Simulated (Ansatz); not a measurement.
Steps of a relaxation of `C[SiH2]/N=C/F` with RKS PBE-D4/def2-SVP.

```sh
$ ansatz run in.yaml --threads 4 --pin off --events-out ev --progress --plain --max-ram 10444MiB
```

```yaml
crystal:
  periodic: [false, false, false]
  atoms:
    - {symbol: C, position_ang: [-1.153300, 0.865200, 1.160200]}
    - {symbol: Si, position_ang: [0.264900, 0.471800, 0.137700]}
    - {symbol: N, position_ang: [-0.082600, -1.057600, -0.616500]}
    - {symbol: C, position_ang: [0.968000, -1.495900, -1.353500]}
    - {symbol: F, position_ang: [0.690400, -2.697400, -1.960100]}
    - {symbol: H, position_ang: [-1.068100, 1.890300, 1.647100]}
    - {symbol: H, position_ang: [-1.364100, 0.163800, 1.928100]}
    - {symbol: H, position_ang: [-2.065100, 0.999200, 0.525800]}
    - {symbol: H, position_ang: [1.499400, 0.353900, 0.999400]}
    - {symbol: H, position_ang: [0.525400, 1.457600, -0.917700]}
    - {symbol: H, position_ang: [1.850600, -1.007900, -1.530100]}
basis:
  gaussian: {orbitals: def2-SVP}
hamiltonian: {xc: pbe, dispersion: d4}
relax: {f_tol: 0.03, max_steps: 200}
```

Positions (Å) and forces (eV/Å) along the path, 12 of 12 steps:

```xyz
11
step=1 energy=-14237.1131 eV
C    -1.153    0.865    1.160   -1.486    3.014   -0.086
Si    0.265    0.472    0.138    1.056   -0.003    0.409
N    -0.083   -1.058   -0.617    4.472   -1.876   -2.977
C     0.968   -1.496   -1.353   -9.140   -1.705    2.997
F     0.690   -2.697   -1.960    1.543    1.128    0.047
H    -1.068    1.890    1.647    0.182   -0.744   -0.191
H    -1.364    0.164    1.928   -0.284   -1.217    1.136
H    -2.065    0.999    0.526    0.163   -0.346    0.087
H     1.499    0.354    0.999    0.103    0.064   -0.016
H     0.525    1.458   -0.918    0.094    0.669   -0.442
H     1.851   -1.008   -1.530    3.298    1.017   -0.964
11
step=2 energy=-14237.7942 eV
C    -1.185    0.910    1.179   -0.817    0.964    0.209
Si    0.262    0.471    0.144    0.526    0.161   -0.045
N    -0.047   -1.073   -0.664    1.736   -0.434   -1.670
C     0.895   -1.506   -1.435   -2.428   -0.846    2.392
F     0.747   -2.749   -1.972    0.483    0.891   -0.255
H    -1.062    1.906    1.676    0.087   -0.306   -0.146
H    -1.389    0.174    1.962   -0.056   -0.367    0.293
H    -2.098    0.997    0.545    0.109   -0.101    0.070
H     1.517    0.384    0.985   -0.038   -0.080   -0.022
H     0.514    1.528   -0.888   -0.007    0.155   -0.132
H     1.913   -1.098   -1.511    0.405   -0.036   -0.693
11
step=3 energy=-14237.8022 eV
C    -1.222    0.949    1.190   -0.209   -0.453    0.204
Si    0.264    0.494    0.146    0.147    0.049    0.018
N     0.001   -1.079   -0.671    0.217    0.016    0.459
C     0.939   -1.630   -1.292    0.392    0.651   -2.277
F     0.714   -2.736   -2.103    0.405    0.755    1.135
H    -1.076    1.927    1.686    0.009    0.090   -0.034
H    -1.403    0.186    1.989    0.078    0.182   -0.218
H    -2.137    0.989    0.561    0.058    0.071    0.042
H     1.518    0.403    0.989   -0.083   -0.003   -0.011
H     0.506    1.586   -0.884   -0.071   -0.257    0.036
H     1.962   -1.146   -1.591   -0.943   -1.102    0.647
11
step=4 energy=-14237.9918 eV
C    -1.234    0.909    1.196    0.120    0.075    0.052
Si    0.291    0.555    0.168   -0.208   -0.285   -0.628
N     0.022   -0.952   -0.734    0.366   -0.306   -0.108
C     0.911   -1.570   -1.375    0.146    0.563    0.508
F     0.652   -2.706   -2.033   -0.088   -0.226   -0.210
H    -1.092    1.886    1.698   -0.111    0.043    0.133
H    -1.386    0.126    1.966    0.008    0.029    0.026
H    -2.149    0.964    0.570    0.122   -0.020   -0.030
H     1.559    0.468    0.975   -0.013    0.026    0.143
H     0.488    1.573   -0.922   -0.009    0.262    0.132
H     2.005   -1.312   -1.489   -0.335   -0.161   -0.017
11
step=5 energy=-14238.0349 eV
C    -1.215    0.905    1.200    0.036    0.029   -0.003
Si    0.281    0.592    0.107   -0.042    0.033    0.192
N     0.050   -0.925   -0.762   -0.061    0.130   -0.130
C     0.927   -1.594   -1.348    0.157   -0.264   -0.057
F     0.607   -2.683   -2.084    0.010    0.011    0.041
H    -1.112    1.854    1.767    0.023   -0.032   -0.057
H    -1.353    0.084    1.934   -0.001    0.000   -0.050
H    -2.126    0.971    0.571   -0.023   -0.020    0.039
H     1.541    0.534    0.938    0.035    0.041   -0.009
H     0.424    1.677   -0.928   -0.008    0.020    0.021
H     2.040   -1.473   -1.375   -0.126    0.052    0.013
11
step=6 energy=-14238.0547 eV
C    -1.209    0.882    1.201   -0.038   -0.052    0.010
Si    0.276    0.630    0.078    0.102    0.010   -0.165
N     0.064   -0.836   -0.890    0.105   -0.013   -0.018
C     0.930   -1.624   -1.340   -0.102    0.221    0.178
F     0.585   -2.691   -2.090    0.050   -0.002   -0.010
H    -1.103    1.824    1.778    0.033    0.002   -0.015
H    -1.328    0.050    1.924    0.030   -0.027    0.001
H    -2.140    0.948    0.603    0.025   -0.006   -0.020
H     1.565    0.579    0.873   -0.051   -0.015    0.012
H     0.384    1.782   -0.893   -0.033   -0.069    0.042
H     2.043   -1.602   -1.222   -0.121   -0.049   -0.013
11
step=7 energy=-14238.0704 eV
C    -1.192    0.860    1.197    0.075   -0.071   -0.060
Si    0.280    0.665    0.040   -0.019   -0.010    0.003
N     0.053   -0.768   -0.967    0.120   -0.018   -0.002
C     0.909   -1.618   -1.310   -0.128    0.054    0.055
F     0.586   -2.654   -2.113    0.032    0.018    0.013
H    -1.096    1.794    1.787    0.004    0.003    0.003
H    -1.269    0.008    1.903    0.009    0.009   -0.008
H    -2.131    0.909    0.611   -0.015    0.003    0.001
H     1.574    0.603    0.825   -0.015   -0.019   -0.011
H     0.359    1.834   -0.903   -0.012    0.015   -0.004
H     1.993   -1.690   -1.050   -0.050    0.016    0.010
11
step=8 energy=-14238.0677 eV rejected
C    -1.174    0.836    1.190    0.121   -0.053   -0.065
Si    0.283    0.701    0.001   -0.099   -0.035    0.129
N     0.041   -0.707   -1.035    0.566   -0.390   -0.091
C     0.885   -1.611   -1.277   -0.102    0.215    0.153
F     0.594   -2.616   -2.130    0.090    0.027    0.089
H    -1.088    1.760    1.797   -0.018   -0.009    0.013
H    -1.210   -0.036    1.876   -0.006    0.056   -0.036
H    -2.123    0.873    0.619   -0.022    0.001    0.017
H     1.585    0.618    0.770    0.006   -0.004   -0.020
H     0.336    1.891   -0.911    0.002    0.047   -0.016
H     1.937   -1.766   -0.879   -0.539    0.144   -0.173
11
step=9 energy=-14238.0761 eV
C    -1.179    0.839    1.185    0.006    0.047    0.012
Si    0.286    0.691    0.020   -0.042   -0.025   -0.029
N     0.050   -0.730   -0.999    0.029   -0.012   -0.044
C     0.888   -1.614   -1.287    0.113    0.015    0.018
F     0.585   -2.643   -2.105   -0.033    0.006    0.014
H    -1.086    1.763    1.793   -0.014   -0.014    0.018
H    -1.240   -0.027    1.875    0.016   -0.002   -0.003
H    -2.126    0.893    0.612    0.015   -0.008   -0.008
H     1.583    0.615    0.797    0.002   -0.002   -0.012
H     0.348    1.876   -0.907   -0.002   -0.017    0.024
H     1.955   -1.719   -0.965   -0.091    0.011    0.009
11
step=10 energy=-14238.0765 eV
C    -1.170    0.829    1.182   -0.021    0.009    0.023
Si    0.283    0.705    0.001    0.039    0.051   -0.053
N     0.054   -0.698   -1.044    0.108   -0.061   -0.110
C     0.885   -1.604   -1.288   -0.007   -0.104    0.306
F     0.587   -2.644   -2.093    0.004    0.070   -0.060
H    -1.083    1.743    1.807    0.007   -0.021   -0.008
H    -1.215   -0.049    1.857    0.001    0.002   -0.004
H    -2.122    0.883    0.618    0.000   -0.009   -0.002
H     1.587    0.622    0.764    0.004   -0.013    0.003
H     0.339    1.908   -0.902   -0.013   -0.016    0.018
H     1.920   -1.752   -0.882   -0.121    0.092   -0.113
11
step=11 energy=-14238.0810 eV
C    -1.157    0.811    1.172   -0.026    0.028    0.039
Si    0.292    0.727   -0.018    0.014    0.031   -0.028
N     0.054   -0.661   -1.079    0.018   -0.021   -0.052
C     0.863   -1.599   -1.260    0.005   -0.078    0.090
F     0.580   -2.637   -2.074    0.004    0.040   -0.021
H    -1.085    1.713    1.813    0.005   -0.001    0.001
H    -1.185   -0.080    1.831    0.003   -0.005   -0.006
H    -2.111    0.858    0.610   -0.001   -0.005   -0.002
H     1.603    0.627    0.734   -0.004   -0.003    0.002
H     0.337    1.944   -0.899   -0.006    0.001    0.012
H     1.873   -1.760   -0.810   -0.011    0.014   -0.035
11
step=12 energy=-14238.0820 eV
C    -1.156    0.811    1.173   -0.002   -0.001    0.000
Si    0.291    0.731   -0.023    0.006   -0.003   -0.004
N     0.066   -0.657   -1.088   -0.007    0.000   -0.002
C     0.864   -1.608   -1.254   -0.009    0.007   -0.004
F     0.584   -2.631   -2.087    0.003    0.008    0.006
H    -1.078    1.710    1.818    0.001    0.002   -0.001
H    -1.182   -0.083    1.828    0.003    0.000   -0.005
H    -2.113    0.861    0.616   -0.002   -0.001    0.001
H     1.601    0.639    0.731    0.000    0.001    0.001
H     0.326    1.951   -0.901   -0.001   -0.005    0.003
H     1.865   -1.782   -0.792    0.009   -0.007    0.004
```

Run time 10 s (4 threads of an Intel Xeon Platinum 8488C on a shared host); peak host memory 0.17 GiB.
